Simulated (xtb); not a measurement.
xtb input (GFN2-xTB):

```bash
xtb mol.xyz --gfn 2 --sp --chrg 1 --uhf 0
```
mol.xyz:
```
2

B     -0.00000000    -0.00000000    -0.73975084
O      0.00000000     0.00000000     0.46234428
```

Output:

```
           -------------------------------------------------
          |                Calculation Setup                |
           -------------------------------------------------

           -------------------------------------------------
          |                 G F N 2 - x T B                 |
           -------------------------------------------------

        Reference                      10.1021/acs.jctc.8b01176
      * Hamiltonian:
        H0-scaling (s, p, d)           1.850000    2.230000    2.230000
        zeta-weighting                 0.500000
      * Dispersion:
        s8                             2.700000
        a1                             0.520000
        a2                             5.000000
        s9                             5.000000
      * Repulsion:
        kExp                           1.500000    1.000000
        rExp                           1.000000
      * Coulomb:
        alpha                          2.000000
        third order                    shell-resolved
        anisotropic                    true
        a3                             3.000000
        a5                             4.000000
        cn-shift                       1.200000
        cn-exp                         4.000000
        max-rad                        5.000000

          ...................................................
          :                      SETUP                      :
          :.................................................:
          :  # basis functions                   8          :
          :  # atomic orbitals                   8          :
          :  # shells                            4          :
          :  # electrons                         8          :
          :  max. iterations                   250          :
          :  Hamiltonian                  GFN2-xTB          :
          :  restarted?                      false          :
          :  GBSA solvation                  false          :
          :  PC potential                    false          :
          :  electronic temp.          300.0000000     K    :
          :  accuracy                    1.0000000          :
          :  -> integral cutoff          0.2500000E+02      :
          :  -> integral neglect         0.1000000E-07      :
          :  -> SCF convergence          0.1000000E-05 Eh   :
          :  -> wf. convergence          0.1000000E-03 e    :
          :  Broyden damping             0.4000000          :
          :  net charge                          1          :
          :  unpaired electrons                  0          :
          ...................................................

 iter      E             dE          RMSdq      gap      omega  full diag
   1     -4.6358341 -0.463583E+01  0.170E+01    3.07       0.0  T
   2     -4.6110360  0.247981E-01  0.889E+00    4.90       1.0  T
   3     -4.4547874  0.156249E+00  0.989E+00    2.55       1.0  T
   4     -4.6920481 -0.237261E+00  0.257E+00    3.84       1.0  T
   5     -4.7010054 -0.895722E-02  0.621E-01    3.55       1.0  T
   6     -4.7008573  0.148017E-03  0.327E-01    3.63       1.0  T
   7     -4.7011099 -0.252570E-03  0.714E-02    3.58       1.0  T
   8     -4.7011101 -0.219632E-06  0.227E-02    3.57       3.1  T
   9     -4.7011106 -0.432805E-06  0.689E-03    3.57      10.3  T
  10     -4.7011106 -0.559563E-07  0.404E-03    3.57      17.5  T
  11     -4.7011107 -0.335343E-07  0.384E-04    3.57     184.0  T
  12     -4.7011107 -0.235358E-10  0.825E-05    3.57     857.3  T

   *** convergence criteria satisfied after 12 iterations ***

         #    Occupation            Energy/Eh            Energy/eV
      -------------------------------------------------------------
         1        2.0000           -1.1286064             -30.7109
         2        2.0000           -0.9667188             -26.3058
         3        2.0000           -0.9649840             -26.2586
         4        2.0000           -0.9649840             -26.2586 (HOMO)
         5                         -0.8337053             -22.6863 (LUMO)
         6                         -0.6499726             -17.6867
         7                         -0.6499726             -17.6867
         8                          0.2749043               7.4805
      -------------------------------------------------------------
                  HL-Gap            0.1312787 Eh            3.5723 eV
             Fermi-level           -0.8993446 Eh          -24.4724 eV

 SCC (total)                   0 d,  0 h,  0 min,  0.003 sec
 SCC setup                      ...        0 min,  0.000 sec (  5.539%)
 Dispersion                     ...        0 min,  0.000 sec (  1.644%)
 classical contributions        ...        0 min,  0.000 sec (  1.009%)
 integral evaluation            ...        0 min,  0.000 sec (  8.405%)
 iterations                     ...        0 min,  0.002 sec ( 65.633%)
 molecular gradient             ...        0 min,  0.000 sec ( 11.015%)
 printout                       ...        0 min,  0.000 sec (  6.142%)

         :::::::::::::::::::::::::::::::::::::::::::::::::::::
         ::                     SUMMARY                     ::
         :::::::::::::::::::::::::::::::::::::::::::::::::::::
         :: total energy              -4.651228141129 Eh    ::
         :: gradient norm              0.159455006902 Eh/a0 ::
         :: HOMO-LUMO gap              3.572274425416 eV    ::
         ::.................................................::
         :: SCC energy                -4.701110654738 Eh    ::
         :: -> isotropic ES            0.242091286472 Eh    ::
         :: -> anisotropic ES         -0.003834408704 Eh    ::
         :: -> anisotropic XC         -0.009292113676 Eh    ::
         :: -> dispersion             -0.000204744892 Eh    ::
         :: repulsion energy           0.049882513609 Eh    ::
         :: add. restraining           0.000000000000 Eh    ::
         :: total charge               1.000000000000 e     ::
         :::::::::::::::::::::::::::::::::::::::::::::::::::::

           -------------------------------------------------
          |                Property Printout                |
           -------------------------------------------------

    * Orbital Energies and Occupations

         #    Occupation            Energy/Eh            Energy/eV
      -------------------------------------------------------------
         1        2.0000           -1.1286064             -30.7109
         2        2.0000           -0.9667188             -26.3058
         3        2.0000           -0.9649840             -26.2586
         4        2.0000           -0.9649840             -26.2586 (HOMO)
         5                         -0.8337053             -22.6863 (LUMO)
         6                         -0.6499726             -17.6867
         7                         -0.6499726             -17.6867
         8                          0.2749043               7.4805
      -------------------------------------------------------------
                  HL-Gap            0.1312787 Eh            3.5723 eV
             Fermi-level           -0.8993446 Eh          -24.4724 eV

     #   Z          covCN         q      C6AA      α(0)
     1   5 B        0.789     0.784    37.824    12.941
     2   8 O        0.789     0.216    12.523     4.743

 Mol. C6AA /au·bohr⁶  :         90.052823
 Mol. C8AA /au·bohr⁸  :       2885.802961
 Mol. α(0) /au        :         17.684402

Wiberg/Mayer (AO) data.
largest (>0.10) Wiberg bond orders for each atom

 ---------------------------------------------------------------------------
     #   Z sym  total        # sym  WBO       # sym  WBO       # sym  WBO
 ---------------------------------------------------------------------------
Note: The following floating-point exceptions are signalling: IEEE_DENORMAL
normal termination of xtb
     1   5 B    2.979 --     2 O    2.979
     2   8 O    2.979 --     1 B    2.979
 ---------------------------------------------------------------------------

Topologies differ in total number of bonds
Writing topology from bond orders to xtbtopo.mol

molecular dipole:
                 x           y           z       tot (Debye)
 q only:        0.000       0.000      -0.906
   full:       -0.000       0.000      -1.896       4.819
molecular quadrupole (traceless):
                xx          xy          yy          xz          yz          zz
 q only:       -0.848       0.000      -0.848       0.000       0.000       1.696
  q+dip:       -2.617       0.000      -2.617       0.000       0.000       5.234
   full:       -2.090      -0.000      -2.090       0.000       0.000       4.180

           -------------------------------------------------
          | TOTAL ENERGY               -4.651228141129 Eh   |
          | GRADIENT NORM               0.159455006902 Eh/α |
          | HOMO-LUMO GAP               3.572274425416 eV   |
           -------------------------------------------------

------------------------------------------------------------------------
------------------------------------------------------------------------
 total:
 SCF:
```

This state (charge 1, singlet) is run at the relaxed geometry of the species with charge 0 and multiplicity 2.
